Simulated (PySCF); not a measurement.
**C₆ coefficients of unlike pairs at PBE0**

Calculated with PySCF 2.14 from the dipole response of each species, C₆(A,B) = (3/π) ∫ α_A(iu) α_B(iu) du, in atomic units, from isotropic polarisabilities. For ions this is the dispersion term alone; charge-induced terms of lower order in 1/R come first.

```tsv
species	configuration	basis	relativity	α (bohr³)	C₆ (like pair)
Pb	[Xe] 4f14 5d10 6s2 6p2 (3P)	aug-cc-pVTZ-DK3 (9s8p6d3f)	spin-free X2C	64.98	748.7
Ag	[Kr] 4d10 5s1 (2S)	aug-cc-pVDZ-PP with ECP28MDF (5s5p4d2f)	core potential	50.69	374.6
Tc²⁺	[Kr] 4d5 (6S)	dyall-av2z (22s15p11d2f)	none	8.148	43.34
S	[Ne] 3s2 3p4 (3P)	aug-cc-pCVTZ-DK with one added diffuse shell each of s, p, d, f type (9s8p6d4f)	spin-free X2C	20.15	137.9
```

Q: Estimate C₆ for Tc²⁺ with Ag.

A: The integral gives 109.2. The combination rule 2 C_A C_B / (C_A α_B/α_A + C_B α_A/α_B) gives 98.45 and the geometric mean 127.4.

No spin-orbit coupling is included, so Pb, close to jj coupling, stand for model states.

The other pairs:

| pair | C₆ |
| --- | --- |
| S, Tc²⁺ | 72.91 |
| Ag, Pb | 526.7 |
| S, Pb | 311.2 |
| Tc²⁺, Pb | 155.8 |
| S, Ag | 215.9 |
